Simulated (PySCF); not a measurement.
Compound: C5H6S2.
SMILES with atom numbers: `[CH3:1][S:2][c:3]1[cH:4][cH:5][cH:6][s:7]1`

Geometry (PBE0-D3(BJ)/def2-TZVP, Å), atoms numbered from 1 in this order:
```xyz
13
C5H6S2 angstrom
C      2.5961   -0.3076    0.5262
S      1.7011   -0.1109   -1.0159
C      0.0578    0.0349   -0.4618
C     -1.0555    0.0056   -1.2600
C     -2.2543    0.1975   -0.5330
C     -2.0454    0.3636    0.8022
S     -0.3787    0.2988    1.1810
H      2.2508   -1.1853    1.0737
H      2.5121    0.5831    1.1505
H      3.6412   -0.4463    0.2493
H     -1.0091   -0.1532   -2.3291
H     -3.2372    0.2008   -0.9855
H     -2.7721    0.5069    1.5865
```

Definitions: NICS(0) = −σiso at the ring centroid; NICS(1) = −σiso and NICS(1)zz = −σzz at ±1 Å along the ring normal z. Level: GIAO B97-2/pcSseg-2 (PySCF, non-relativistic, gas phase) on the PBE0-D3(BJ)/def2-TZVP geometry, one conformer.

Ring bond lengths (Å): C3–C4 1.370, C4–C5 1.415, C5–C6 1.362, C6–S7 1.710, S7–C3 1.720.

Task: What do the NICS probes read (ppm)?

Result: 
```tsv
ring	type	NICS(0)	NICS(1), two faces	NICS(1)zz, two faces	rms pucker (Å)	centre to ring atoms, mean (Å)
C3–C4–C5–C6–S7	5-membered ring with S; formal bonds all aromatic	-12.3	-9.5 / -9.2	-26.4 / -25.6	0.00	1.28
```

Task: What do they say, and how far can they be read as aromaticity?

Result: 
- C3–C4–C5–C6–S7: mean NICS(1)zz -26.0 ppm, shielded. The ring is flat and has no four-coordinate atom; by the NICS criterion it is aromatic.

Task: And the bond-length index? HOMA = 1 − mean of α(R − Ropt)² over the ring bonds, with Krygowski's 1993 parameters (CC: Ropt 1.388 Å, α 257.7 Å⁻²; CS: Ropt 1.677 Å, α 94.09 Å⁻²).

Result: 
- C3–C4–C5–C6–S7: HOMA 0.85; the largest term is that of C4–C5, α(R − Ropt)² = 0.19. The geometric and the magnetic index point the same way.

Task: At the first NICS(1) probe listed for ring C3–C4–C5–C6–S7, 1 Å off the ring, how large is the induced field along the normal in 7.05 T applied along it?

Result: NICSzz × B0 = -26.4 ppm × 7.05 T = -186 μT, against the applied field.

Task: What are the shieldings of the ring atoms and their hydrogens in the same run (means over atoms taken as equivalent)?

Result: 
```csv
atoms,environment,σ isotropic (ppm)
C3,substituted aromatic carbon,32.9
C4,aromatic CH carbon,58.7
C5,aromatic CH carbon,51.2
C6,aromatic CH next to a ring sulfur,57.5
S7,thiophene-type sulfur,274.8
H11,aromatic hydrogen,24.65
H12,aromatic hydrogen,24.42
H13,aromatic hydrogen,24.48
```

Task: How do the values depend on the level or the medium?

Result: 
```json
{"level": "B97-2/pcSseg-2, gas", "NICS(0), C3–C4–C5–C6–S7": "-12.3", "mean NICS(1)zz, C3–C4–C5–C6–S7": "-26.0"}
{"level": "KT3/pcSseg-2, gas", "NICS(0), C3–C4–C5–C6–S7": "-12.6", "mean NICS(1)zz, C3–C4–C5–C6–S7": "-25.8"}
{"level": "PBE0/pcSseg-2, gas", "NICS(0), C3–C4–C5–C6–S7": "-12.2", "mean NICS(1)zz, C3–C4–C5–C6–S7": "-26.2"}
{"level": "wB97X-D/pcSseg-2, gas", "NICS(0), C3–C4–C5–C6–S7": "-11.8", "mean NICS(1)zz, C3–C4–C5–C6–S7": "-25.9"}
{"level": "WP04/pcSseg-2, IEF-PCM chloroform", "NICS(0), C3–C4–C5–C6–S7": "-12.2", "mean NICS(1)zz, C3–C4–C5–C6–S7": "-24.6"}
{"level": "wB97X-D/pcSseg-2, IEF-PCM chloroform", "NICS(0), C3–C4–C5–C6–S7": "-11.6", "mean NICS(1)zz, C3–C4–C5–C6–S7": "-25.9"}
```

The geometry is the same throughout; the continuum's cavity takes Bondi-type radii × 1.2.
